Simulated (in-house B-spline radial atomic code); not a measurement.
A run on neutral selenium (an excited or competing configuration) that did not converge. Method: scalar-relativistic (X2C) wB97X, spin-polarised, spherical fractional occupations, Fermi nucleus of rms radius 4.14 fm; computed with a B-spline radial code for spherical atoms. In the input, 2p2,3 would mean two up and three down electrons.

Command:
```bash
python run_scf.py task.json out
```
Settings (nuclear radius in fm, mass in u):
```
Z                34
configuration    1s2 2s2 2p6 3s2 3p6 3d10 4s1,0 4p1,3 4f1,0
hamiltonian      x2c
method           wb97x
spin_polarised   True
nucleus          fermi
rms_radius       4.14
atomic_mass      79.91652
speed_of_light   137.035999084
```

First and last ten iterations of the last attempt (damped for 15 steps, keeping 80 % of the old Fock matrix, then DIIS):
```
 iter        energy (Eh)    residual
    1       -2428.317013    3.96e-01
    2       -2428.769733    1.03e-01
    3       -2428.915803    6.22e-02
    4       -2428.972432    3.76e-02
    5       -2428.994340    2.57e-02
    6       -2429.003104    1.81e-02
    7       -2429.006735    1.30e-02
    8       -2429.008372    9.61e-03
    9       -2429.008615    7.18e-03
   10       -2429.009489    5.41e-03
  111       -2429.009970    1.24e-03
  112       -2429.009801    8.45e-04
  113       -2429.010014    5.05e-04
  114       -2429.009984    1.88e-03
  115       -2429.009385    1.49e-03
  116       -2429.009482    8.21e-04
  117       -2429.009640    1.47e-03
  118       -2429.009962    1.69e-03
  119       -2429.009984    2.08e-03
  120       -2429.009988    2.39e-03
 not converged after 120 iterations
```

The smallest residual met was 5.1e-04; the threshold is about 3e-07. No energy from this run should be used. Run time, properties included: 39 s on 1 thread of Arm Neoverse N1, on a shared host.
